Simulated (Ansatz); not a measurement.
Mulliken charges of H₃InN, SMILES `[NH2][InH]` radical from PBE/def2-TZVPP in Ansatz (PBE0-D4/def2-TZVP geometry).

```
atom   x (Å)   y (Å)   z (Å)  charge (e)
  N1  -0.299  -0.736   0.265      -0.488
 In2   0.847   0.946   0.296       0.336
  H3  -0.847  -0.961  -0.555       0.142
  H4   0.018  -1.586   0.708       0.147
  H5   0.332   2.263  -0.755      -0.136
```

**Question.** By hand: the dipole of these point charges (1 e Å = 4.8032 D).

**Answer.** Σ q r = (0.268, 0.000, 0.098) e Å, of length 0.285 e Å = 1.37 D.

**Question.** How does the dipole of the full density compare? (An estimate is asked.)

**Answer.** Computed: (0.078, -0.166, -0.045) e Å, 0.91 D; the point charges give 1.51 times that, at 72° from its direction.

Point charges leave out the atoms' own dipoles, such as those of lone pairs, and Mulliken's split depends on the basis, so the two needn't agree.
